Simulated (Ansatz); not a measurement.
The cluster GeCl₄. Charge 0, multiplicity 1. Geometry PBE-D4/def2-SVP.

Cartesian coordinates in Å:
```
Ge -0.287 1.359 0.577
Cl 2.306 -1.253 -1.520
Cl 0.286 -0.660 -1.130
Cl -0.172 0.216 2.463
Cl -2.134 0.338 -0.390
```

Another isomer (singlet) lies 3.59 eV lower at PBE0-D4/def2-TZVP; other spin states weren't run for this one.

Problem. Estimate the orbital energies around the gap (eV) in Ansatz with PBE-D4/def2-TZVP, r2SCAN-D4/def2-TZVP, PBE0-D4/def2-TZVP, CAM-B3LYP-D4/def2-TZVP, ωB97X-V/def2-TZVP.

Solution. 
| orbital | PBE-D4/def2-TZVP | r2SCAN-D4/def2-TZVP | PBE0-D4/def2-TZVP | CAM-B3LYP-D4/def2-TZVP | ωB97X-V/def2-TZVP |
| --- | --- | --- | --- | --- | --- |
| HOMO−9 | -10.15 | -10.63 | -11.78 | -13.26 | -14.43 |
| HOMO−8 | -9.90 | -10.39 | -11.61 | -13.14 | -14.35 |
| HOMO−7 | -9.56 | -10.00 | -10.92 | -12.19 | -13.25 |
| HOMO−6 | -8.68 | -9.08 | -10.11 | -11.49 | -12.61 |
| HOMO−5 | -8.48 | -8.85 | -9.83 | -11.20 | -12.31 |
| HOMO−4 | -8.16 | -8.53 | -9.40 | -10.69 | -11.79 |
| HOMO−3 | -7.82 | -8.23 | -9.30 | -10.65 | -11.74 |
| HOMO−2 | -7.78 | -8.17 | -9.25 | -10.55 | -11.54 |
| HOMO−1 | -7.54 | -7.94 | -8.98 | -10.27 | -11.32 |
| HOMO | -7.19 | -7.49 | -8.28 | -9.51 | -10.41 |
| LUMO | -4.98 | -5.05 | -4.20 | -3.11 | -2.10 |
| LUMO+1 | -3.45 | -3.41 | -2.72 | -1.69 | -0.67 |
| LUMO+2 | -1.78 | -1.58 | -0.93 | 0.11 | 1.16 |
| LUMO+3 | -1.32 | -1.09 | -0.50 | 0.53 | 1.57 |
| LUMO+4 | 3.14 | 3.63 | 4.02 | 5.11 | 6.13 |
| LUMO+5 | 3.68 | 4.18 | 4.59 | 5.77 | 6.79 |
